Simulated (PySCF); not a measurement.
Molecule: C6H14N, SMILES C[C](C)NC(C)C, doublet. Atoms near the plane z = 0.8 Å, at the GFN2-xTB optimised geometry (x, y, z in Å): C1 (-2.2, -0.5, 0.0), C2 (-0.7, -0.5, 0.0), C3 (0.0, -1.8, -0.2), N4 (-0.1, 0.4, 0.9), C5 (1.3, 0.8, 0.7), H8 (-2.6, -1.0, 0.9), H10 (-2.6, 0.5, 0.0), H13 (0.3, -2.3, 0.7), H14 (-0.7, 1.2, 1.0), H15 (1.9, -0.2, 0.7), H21 (2.8, 1.8, 1.9).

Method: unrestricted B3LYP/def2-SVP run with PySCF. Cells within 0.4 Å of a nucleus heavier than hydrogen are left out (blank, or x). The values are rescaled to run from 0 to 1.

```
|000000000000000000000000000|
|000000000000000000000000000|
|000000000000000000000000000|
|000000000000000111000000000|
|000000000000011222211000000|
|000000000000122333322110000|
|000000000012223444433321000|
|000000001234434455544431000|
|000001112356655566655432000|
|000012333568776788765432000|
|000134444579988899865431000|
|0002355555799x99xx865321000|
|001245666578xx9999875320000|
|001346777678998889975310000|
|001357887778887678875310000|
|002457988777765556654210000|
|002357987667765544443100000|
|001356776556677643321000000|
|000235554445788753210000000|
|000123333345789753200000000|
|000001111234677653100000000|
|000000000123556542000000000|
|000000000012344321000000000|
|000000000001122110000000000|
|000000000000000000000000000|
|000000000000000000000000000|
|000000000000000000000000000|
```
Scale: ten equal steps from 0.000 (start of '0') to 1.00 (end of '9'), in the order '0123456789'; x runs from -5.00 to 5.00, y from -5.00 (bottom) to 5.00 (top).

**Question.** Which quantity is mapped?
(A) an orbital amplitude
(B) log10 of the electron density
(C) electrostatic potential
(D) spin density

**Answer.** B, log10 of the electron density. In full: log10 of the electron density (e/bohr³), floored at −4.
